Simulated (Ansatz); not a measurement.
C₈H₄Al, that is [Al(CCH)4]- with one electron fewer. Charge 0, multiplicity 2. Geometry PBE-D4/def2-SVPD, that of the charge -1 singlet; atoms count from 1.

```xyz
13

Al    0.000   -0.005   -0.001
C     0.574    1.860   -0.332
C     0.928    3.028   -0.533
H     1.237    4.048   -0.708
C     1.573   -1.102    0.492
C     2.556   -1.784    0.802
H     3.417   -2.380    1.072
C    -0.830   -0.742   -1.641
C    -1.345   -1.200   -2.667
H    -1.796   -1.599   -3.565
C    -1.317   -0.034    1.477
C    -2.140   -0.042    2.399
H    -2.859   -0.049    3.206
```

Problem. Estimate the Mulliken populations from the PBE0/def2-TZVPD orbitals of Ansatz.

Solution. 
| atom | charge (e) | spin (α − β) |
| --- | --- | --- |
| Al1 | 0.23 | -0.01 |
| C2 | -0.54 | 0.06 |
| C3 | 0.30 | 0.20 |
| H4 | 0.18 | 0.00 |
| C5 | -0.55 | 0.06 |
| C6 | 0.31 | 0.19 |
| H7 | 0.18 | 0.00 |
| C8 | -0.55 | 0.06 |
| C9 | 0.31 | 0.19 |
| H10 | 0.18 | 0.00 |
| C11 | -0.54 | 0.06 |
| C12 | 0.31 | 0.20 |
| H13 | 0.18 | 0.00 |
Mulliken values and Mayer orders depend strongly on the basis. With diffuse functions, as here, like atoms can get unlike values, and bond orders can come out too low or too high.

Problem. Where does the spin sit?

Solution. Summed by element: Al -0.01, C 1.02, H -0.02, of 1 unpaired in all. Largest on single atoms: C3 0.20, C12 0.20, C9 0.19.

Problem. And the Mayer bond orders between bonded heavy atoms (over 0.3)?

Solution. Al1–C2 1.18 (1.98 Å); Al1–C5 1.18 (1.98 Å); Al1–C8 1.18 (1.98 Å); Al1–C11 1.18 (1.98 Å); C2–C3 1.16 (1.24 Å); C5–C6 1.15 (1.24 Å); C8–C9 1.15 (1.24 Å); C11–C12 1.15 (1.24 Å).
